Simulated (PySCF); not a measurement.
# Radial density of Kr²⁺ (krypton, charge +2)

UHF, [Ar] 3d10 4s2 4p4, high-spin 3P determinant. Computed with PySCF 2.14 in aug-cc-pVDZ-PP with ECP10MDF (5s4p3d, 32 functions), with a scalar-relativistic core potential. This is the valence pseudo-density: the core potential removes the inner electrons and smooths the orbitals near the nucleus.

```csv
r (bohr),4πr²ρ (e/bohr),4πr²(ρα − ρβ)
0.000619,5.541e-05,0.0000
0.00104,0.0001565,0.0000
0.00175,0.0004408,0.0000
0.00295,0.001232,0.0000
0.00495,0.003364,0.0000
0.00833,0.008657,0.0000
0.0140,0.01933,0.0000
0.0236,0.03447,0.0000
0.0397,0.05948,0.0001
0.0667,0.1996,0.0004
0.112,1.447,0.0027
0.189,8.295,0.0348
0.317,28.24,0.2425
0.534,32.51,0.1201
0.898,8.894,0.4016
1.51,4.737,1.4678
2.54,1.117,0.4209
4.27,0.02969,0.0106
7.19,8.960e-05,0.0001
```

Energies and moments cover only the electrons outside the core potential.
